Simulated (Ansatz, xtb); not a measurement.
**Relative energy of two isomers of C5H9ClS**

Structure X: `CC(=S)CCCCl`, a singlet. Structure Y: `CCC(=S)CCCl`, a singlet. Both are isolated molecules in the gas phase, relaxed with B3LYP-D3(BJ)/def2-SVP; each stands in its lowest conformer found.

Quicker runs give these differences E(Y) − E(X): GFN2-xTB +1.31 kcal/mol; HF/STO-3G +0.56 kcal/mol (at GFN2-xTB geometries); r2SCAN-D4/def2-SVP +0.93 kcal/mol (at GFN2-xTB geometries).

Q: Estimate E(Y) − E(X) at the level CCSD(T)/def2-SVP + ΔMP2/def2-TZVPP.

A: Too close to call at this level: CCSD(T)/def2-SVP + ΔMP2/def2-TZVPP gives E(Y) − E(X) = +0.43 kcal/mol.

The same difference at several levels:

```
                             level               geometry  E(Y) − E(X) (kcal/mol)  departure from the last row (kcal/mol)  job, with rough time for the two
                          GFN2-xTB               GFN2-xTB                     +1.31                                   +0.89              optimisation, 0.75 s
                         HF/STO-3G               GFN2-xTB                     +0.56                                   +0.14              single point, 0.92 s
                r2SCAN-D4/def2-SVP               GFN2-xTB                     +0.93                                   +0.51               single point, 5.7 s
             B3LYP-D3(BJ)/def2-SVP  B3LYP-D3(BJ)/def2-SVP                     +0.68                                   +0.26                optimisation, 51 s
                       HF/def2-SVP  B3LYP-D3(BJ)/def2-SVP                     +0.61                                   +0.18           part of the CCSD(T) run
                      MP2/def2-SVP  B3LYP-D3(BJ)/def2-SVP                     +0.21                                   −0.22           part of the CCSD(T) run
                  CCSD(T)/def2-SVP  B3LYP-D3(BJ)/def2-SVP                     +0.38                                   −0.04                      single point
CCSD(T)/def2-SVP + ΔMP2/def2-TZVPP  B3LYP-D3(BJ)/def2-SVP                     +0.43                                                       single point, 2 min
```

As drawn, both hold the same kinds of bond in the same numbers.

The largest departure from CCSD(T)/def2-SVP + ΔMP2/def2-TZVPP is that of GFN2-xTB, 0.89 kcal/mol. The last row adds to CCSD(T) the change of the MP2 difference between the two basis sets, here +0.04 kcal/mol.

With thermal terms from frequencies at re-optimised GFN2-xTB minima (ideal gas, soft modes damped towards free rotors, one conformer each, 298.15 K, 1 atm): on the last row, ΔE + ΔZPE = +0.56, ΔH = +0.53, ΔG = +0.61 kcal/mol.

The correlated steps freeze 15 core orbitals. Run with Ansatz 0.2.0, xtb 6.7.1; the last row on 4 threads of Arm Neoverse V1 on a shared host.
